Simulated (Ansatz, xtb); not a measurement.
C4H7BN2: which of two isomers lies lower

Structure a is `Bn1cc(C)cn1`, a singlet and structure b is `Bn1nccc1C`, a singlet. Both are isolated molecules in the gas phase, relaxed with PBE-D3(BJ)/def2-SVP; the shapes shown needn't be the lowest conformers.

a (Å):

```xyz
14

C    -0.1570    0.6130   -0.6679
C     1.0596    0.0416   -0.9699
C     2.0417    0.4211   -2.0325
C     1.1724   -1.0293   -0.0063
B    -1.9609    0.1530    1.0530
N    -0.7105   -0.0870    0.4044
N     0.1318   -1.1068    0.8035
H    -2.2797   -0.5606    1.9732
H    -2.6315    1.0715    0.6312
H    -0.6898    1.4591   -1.1161
H     1.6869    1.2871   -2.6232
H     2.2206   -0.4188   -2.7360
H     3.0264    0.6892   -1.5955
H     2.0029   -1.7420    0.1022
```

b (Å):

```yaml
atoms:
  - { symbol: C, position_ang: [1.2472, 1.9659, -0.0639] }
  - { symbol: C, position_ang: [1.3841, 1.0912, -1.1943] }
  - { symbol: C, position_ang: [0.5813, 0.0065, -0.9102] }
  - { symbol: C, position_ang: [0.3100, -1.2294, -1.7014] }
  - { symbol: B, position_ang: [-0.9034, -0.5526, 1.0928] }
  - { symbol: N, position_ang: [0.0052, 0.2590, 0.3464] }
  - { symbol: N, position_ang: [0.4317, 1.4785, 0.8521] }
  - { symbol: H, position_ang: [-1.2481, -1.6095, 0.6111] }
  - { symbol: H, position_ang: [-1.2825, -0.1467, 2.1645] }
  - { symbol: H, position_ang: [1.7283, 2.9407, 0.0975] }
  - { symbol: H, position_ang: [1.9908, 1.2399, -2.0942] }
  - { symbol: H, position_ang: [0.8745, -1.1968, -2.6515] }
  - { symbol: H, position_ang: [-0.7670, -1.3365, -1.9444] }
  - { symbol: H, position_ang: [0.6112, -2.1454, -1.1533] }
```

Quicker runs give these differences E(b) − E(a): GFN2-xTB −0.018 eV; HF/STO-3G −0.049 eV (at GFN2-xTB geometries); r2SCAN-D4/def2-SVP −0.051 eV (at GFN2-xTB geometries).

Task: Estimate E(b) − E(a) at the level CCSD(T)/def2-SVP + ΔMP2/def2-TZVPP.

Result: Not settled: CCSD(T)/def2-SVP + ΔMP2/def2-TZVPP gives E(b) − E(a) = −0.053 eV, but this leans on the basis-set step: CCSD(T) alone gives −0.039 eV.

How the difference moves with the method:

```csv
level,geometry,E(b) − E(a) (eV),departure from the last row (eV),"job, with rough time for the two"
GFN2-xTB,GFN2-xTB,−0.018,+0.035,"optimisation, 0.16 s"
HF/STO-3G,GFN2-xTB,−0.049,+0.004,"single point, 0.48 s"
r2SCAN-D4/def2-SVP,GFN2-xTB,−0.051,+0.002,"single point, 6.9 s"
PBE-D3(BJ)/def2-SVP,PBE-D3(BJ)/def2-SVP,−0.044,+0.009,"optimisation, 36 s"
HF/def2-SVP,PBE-D3(BJ)/def2-SVP,−0.033,+0.020,part of the CCSD(T) run
MP2/def2-SVP,PBE-D3(BJ)/def2-SVP,−0.027,+0.027,part of the CCSD(T) run
CCSD(T)/def2-SVP,PBE-D3(BJ)/def2-SVP,−0.039,+0.014,single point
CCSD(T)/def2-SVP + ΔMP2/def2-TZVPP,PBE-D3(BJ)/def2-SVP,−0.053,,"single point, 1.8 min"
```

As drawn, both hold the same kinds of bond in the same numbers.

GFN2-xTB finds them nearly level. The largest departure from CCSD(T)/def2-SVP + ΔMP2/def2-TZVPP is that of GFN2-xTB, 0.035 eV. The last row adds to CCSD(T) the change of the MP2 difference between the two basis sets, here −0.014 eV.

With thermal terms from frequencies at re-optimised GFN2-xTB minima (ideal gas, soft modes damped towards free rotors, one conformer each, 298.15 K, 1 atm): the zero-point term adds +0.005 eV; ΔH is −0.053 and ΔG −0.035 eV.

The correlated steps freeze 7 core orbitals. Run with Ansatz 0.2.0, xtb 6.7.1; the last row on 2 threads of Arm Neoverse V2 on a shared host.
